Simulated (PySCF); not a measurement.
3-methyl-2-pentanone, C6H12O.
Z-matrix (Å and degrees, PBE0-D3(BJ)/def2-SVP geometry), rows numbered from 1:
```
C 
C   1  1.5201
C   2  1.5257  1  113.66
C   3  1.5310  2  111.82  1   173.82
C   3  1.5261  2  111.14  1   -65.82
C   5  1.5068  3  116.87  2   143.97
O   5  1.2081  3  121.13  2   -37.10
H   1  1.1024  2  111.48  3   -58.81
H   1  1.1011  2  111.22  3    61.68
H   1  1.1003  2  111.30  3  -178.82
H   2  1.1021  1  109.75  3  -120.77
H   2  1.1030  1  110.00  3   121.95
H   3  1.1050  2  109.43  1    53.75
H   4  1.1005  3  110.58  2   -59.77
H   4  1.1008  3  110.15  2    59.78
H   4  1.1011  3  112.12  2   179.95
H   6  1.1008  5  111.36  3    45.30
H   6  1.1028  5  108.64  3   -71.96
H   6  1.0971  5  110.30  3   168.34
```

Computed, not measured: PBE0-D3(BJ)/def2-SVP geometry optimisation, gas phase in PySCF 2.14.0.

Take the most abundant isotopes and a rigid rotor. The values belong to one conformer with, in the numbering `[CH3:1][CH2:2][C@@H:3]([CH3:4])[C:5]([CH3:6])=[O:7]`, C1–C2–C3–C4 174°, C2–C3–C5–C6 144°.

(1) Give the principal moments of inertia and the rotational constants in MHz.

(2) What kind of rotor is it?

(3) Is it planar, by Δ = Ic − Ia − Ib?

(4) Where do the levels up to J = 4 lie, in K?

(5) Predict some low-J microwave lines.

(6) Estimate the classical rotational partition function at 25 K, 100 K and 298.15 K.

## Answers

(1) Ia = 164.22, Ib = 241.34, Ic = 307.89 u·Å²; 505379 MHz·u·Å²/I gives A = 3077, B = 2094, C = 1641 MHz.

(2) An asymmetric top; Ray's κ = -0.370.

(3) Not planar: Δ = Ic − Ia − Ib = -97.67 u·Å². For a rigid frame Δ = −2 Σ m c², so Σ m c² = 48.83 u·Å² lies off the ab plane: 12.36 from hydrogen and 36.47 from heavier atoms. The atom farthest from that plane is 1.67 Å away.

(4) Above 0(0,0), as E/k:
J = 1: 1(0,1) 0.179, 1(1,1) 0.226, 1(1,0) 0.248
J = 2: 2(0,2) 0.532, 2(1,2) 0.563, 2(1,1) 0.628, 2(2,1) 0.770, 2(2,0) 0.776
J = 3: 3(0,3) 1.048, 3(1,3) 1.065, 3(1,2) 1.194, 3(2,2) 1.308, 3(2,1) 1.335, 3(3,1) 1.601, 3(3,0) 1.603
J = 4: 4(0,4) 1.722, 4(1,4) 1.730, 4(1,3) 1.940, 4(2,3) 2.020, 4(2,2) 2.091, 4(3,2) 2.328, 4(3,1) 2.335, 4(4,1) 2.726, 4(4,0) 2.727
Those of J = 1 are B + C, A + C and A + B.

(5) The dipole components are |μa| = 0.01 D, |μb| = 1.15 D, |μc| = 2.31 D. Intensities carry the squares of the components, which stand as 0.00 : 0.25 : 1.00 (a : b : c). Some lines, for components of 0.1 D or more:

| type | branch | J(Ka,Kc) | MHz | lower level (cm⁻¹) |
| --- | --- | --- | --- | --- |
| c | Q | 2(1,2) ← 2(0,2) | 655 | 0.370 |
| c | Q | 1(1,1) ← 1(0,1) | 983 | 0.125 |
| b | Q | 2(1,1) ← 2(0,2) | 2013 | 0.370 |
| b | R | 1(1,1) ← 0(0,0) | 4719 | 0.000 |
| b | Q | 3(3,0) ← 3(2,1) | 5572 | 0.928 |
| b | Q | 4(3,2) ← 4(2,3) | 6411 | 1.404 |
| b | Q | 4(4,0) ← 4(3,1) | 8157 | 1.623 |
| b | Q | 4(4,1) ← 4(3,2) | 8302 | 1.618 |
| c | R | 2(1,1) ← 1(0,1) | 9360 | 0.125 |
| b | R | 4(2,2) ← 3(3,1) | 10199 | 1.113 |
| b | R | 4(0,4) ← 3(1,3) | 13683 | 0.740 |
| b | R | 3(2,2) ← 2(1,1) | 14157 | 0.437 |
| b | R | 4(1,4) ← 3(0,3) | 14192 | 0.729 |
| c | R | 3(2,1) ← 2(1,1) | 14725 | 0.437 |
| b | R | 4(2,3) ← 3(1,2) | 17206 | 0.830 |
| c | R | 3(3,1) ← 2(2,1) | 17324 | 0.535 |
| c | R | 4(2,2) ← 3(1,2) | 18679 | 0.830 |
| c | R | 4(2,3) ← 3(1,3) | 19900 | 0.740 |
| c | R | 4(3,1) ← 3(2,1) | 20835 | 0.928 |
| c | R | 4(4,1) ← 3(3,1) | 23439 | 1.113 |

(6) Point group C1, symmetry number σ = 1; q = (√π/σ)·√((kT/h)³/(ABC)), k/h = 20836.6 MHz/K: 6480 at 25 K, 51800 at 100 K, 267000 at 298.15 K.

PBE0-D3(BJ)/def2-SVP frequencies: not computed here. No vibrational averaging or centrifugal distortion is included, and the geometry carries the error of its method. A rigid rotor knows nothing of internal rotation, which can split or shift real lines.
